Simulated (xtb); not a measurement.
HCu, charge +1, doublet, at a GFN2-xTB geometry (such geometries of metal compounds can be far from the true shape) (the multiplicity is a formal guess), atoms displaced at random by about 0.05 Å a coordinate; GFN1-xTB run with xtb 6.7.1.

The xtb input:
```
$ xtb mol.xyz --gfn 1 --chrg 1 --uhf 1 --opt crude --json

# file mol.xyz
2

Cu     0.05475957     0.08573697    -0.10384480
H     -0.03097298    -0.01823631     1.44125724
```

What the program printed (banner, timings and long lists left out):

```
   ID    Z sym.   atoms
    1   29 Cu     1
    2    1 H      2

           -------------------------------------------------
          |                Calculation Setup                |
           -------------------------------------------------

           -------------------------------------------------
          |                 G F N 1 - x T B                 |
           -------------------------------------------------

          ...................................................
          :                      SETUP                      :
          :.................................................:
          :  # basis functions                  12          :
          :  # atomic orbitals                  11          :
          :  # shells                            5          :
          :  # electrons                        11          :
          :  # halogen bonds                     0          :
          :  max. iterations                   250          :
          :  Hamiltonian                  GFN1-xTB          :
          :  restarted?                      false          :
          :  GBSA solvation                  false          :
          :  PC potential                    false          :
          :  electronic temp.          300.0000000     K    :
          :  accuracy                    1.0000000          :
          :  -> integral cutoff          0.2500000E+02      :
          :  -> integral neglect         0.1000000E-07      :
          :  -> SCF convergence          0.1000000E-05 Eh   :
          :  -> wf. convergence          0.2000000E-04 e    :
          :  Broyden damping             0.4000000          :
          :  net charge                          1          :
          :  unpaired electrons                  1          :
          ...................................................

 iter      E             dE          RMSdq      gap      omega  full diag
   1     -4.4335319 -0.443353E+01  0.122E+01    3.39       0.0  T
   2     -4.4547752 -0.212433E-01  0.655E+00    3.41       1.0  T
   3     -4.4554380 -0.662821E-03  0.177E+00    3.39       1.0  T
   4     -4.4559237 -0.485704E-03  0.935E-01    3.38       1.0  T
   5     -4.4564041 -0.480352E-03  0.817E-02    3.39       1.0  T
   6     -4.4564055 -0.146040E-05  0.431E-02    3.39       1.6  T
   7     -4.4564062 -0.706065E-06  0.193E-04    3.39     366.1  T
   8     -4.4564062 -0.138005E-10  0.142E-05    3.39    4993.6  T

   *** convergence criteria satisfied after 8 iterations ***

         :::::::::::::::::::::::::::::::::::::::::::::::::::::
         ::                     SUMMARY                     ::
         :::::::::::::::::::::::::::::::::::::::::::::::::::::
         :: total energy              -4.453394922384 Eh    ::
         :: gradient norm              0.040955409915 Eh/a0 ::
         :: HOMO-LUMO gap              3.388592054797 eV    ::
         ::.................................................::
         :: SCC energy                -4.456406221280 Eh    ::
         :: -> electrostatic           0.145565686058 Eh    ::
         :: repulsion energy           0.003131847279 Eh    ::
         :: dispersion energy         -0.000120548382 Eh    ::
         :: halogen bond corr.         0.000000000000 Eh    ::
         :: add. restraining           0.000000000000 Eh    ::
         :: total charge               1.000000000540 e     ::
         :::::::::::::::::::::::::::::::::::::::::::::::::::::

      -----------------------------------------------------------
     |                   =====================                   |
     |                        A N C O P T                        |
     |                   =====================                   |
     |               Approximate Normal Coordinate               |
     |                Rational Function Optimizer                |
      -----------------------------------------------------------
[...]
 * total energy  :    -4.4533949 Eh     change       -0.4796163E-13 Eh
 * total energy  :    -4.4568177 Eh     change       -0.3422796E-02 Eh
 * total energy  :    -4.4570526 Eh     change       -0.2349240E-03 Eh
   *** GEOMETRY OPTIMIZATION CONVERGED AFTER 3 ITERATIONS ***
[...]
          :  net charge                          1          :
          :  unpaired electrons                  1          :
          ...................................................

 iter      E             dE          RMSdq      gap      omega  full diag
   1     -4.4666664 -0.446667E+01  0.168E-07    3.50       0.0  T
   2     -4.4666664 -0.266454E-14  0.730E-08    3.50  100000.0  T
   3     -4.4666664 -0.266454E-14  0.224E-08    3.50  100000.0  T

   *** convergence criteria satisfied after 3 iterations ***

         :::::::::::::::::::::::::::::::::::::::::::::::::::::
         ::                     SUMMARY                     ::
         :::::::::::::::::::::::::::::::::::::::::::::::::::::
         :: total energy              -4.457052642331 Eh    ::
         :: gradient norm              0.007184049981 Eh/a0 ::
         :: HOMO-LUMO gap              3.500472965014 eV    ::
         ::.................................................::
         :: SCC energy                -4.466666385005 Eh    ::
         :: -> electrostatic           0.145231293013 Eh    ::
         :: repulsion energy           0.009732735744 Eh    ::
         :: dispersion energy         -0.000118993069 Eh    ::
         :: halogen bond corr.         0.000000000000 Eh    ::
         :: add. restraining           0.000000000000 Eh    ::
         :: total charge               1.000000000105 e     ::
         :::::::::::::::::::::::::::::::::::::::::::::::::::::

           -------------------------------------------------
          |                Property Printout                |
           -------------------------------------------------

    * Orbital Energies and Occupations

         #    Occupation            Energy/Eh            Energy/eV
      -------------------------------------------------------------
         1        2.0000           -0.7283775             -19.8202
         2        1.9937           -0.6819723             -18.5574
         3        1.9937           -0.6819723             -18.5574
         4        1.9937           -0.6819723             -18.5574
         5        1.9937           -0.6819723             -18.5574
         6        1.0252           -0.6736920             -18.3321 (HOMO)
         7                         -0.5450520             -14.8316 (LUMO)
         8                         -0.4546915             -12.3728
         9                         -0.4546915             -12.3728
        10                         -0.2816346              -7.6637
        11                          0.4239809              11.5371
      -------------------------------------------------------------
                  HL-Gap            0.1286400 Eh            3.5005 eV
             Fermi-level           -0.6432683 Eh          -17.5042 eV

  Mulliken/CM5 charges         n(s)   n(p)   n(d)
     1Cu    1.10017  1.09256   0.551  0.223  9.126
     2H    -0.10017 -0.09256   1.100  0.000  0.000

Wiberg/Mayer (AO) data.
largest (>0.10) Wiberg bond orders for each atom

 ---------------------------------------------------------------------------
     #   Z sym  total        # sym  WBO       # sym  WBO       # sym  WBO
 ---------------------------------------------------------------------------
     1  29 Cu   0.997 --     2 H    0.997
     2   1 H    0.997 --     1 Cu   0.997
 ---------------------------------------------------------------------------

Topologies differ in total number of bonds
Writing topology from bond orders to xtbtopo.mol

 dipole moment from electron density (au)
     X       Y       Z
   0.1860   0.2621  -1.6828  total (Debye):    4.354

optimized geometry written to: xtbopt.xyz

           -------------------------------------------------
          | TOTAL ENERGY               -4.457052642331 Eh   |
          | GRADIENT NORM               0.007184049981 Eh/α |
          | HOMO-LUMO GAP               3.500472965014 eV   |
           -------------------------------------------------

normal termination of xtb
```
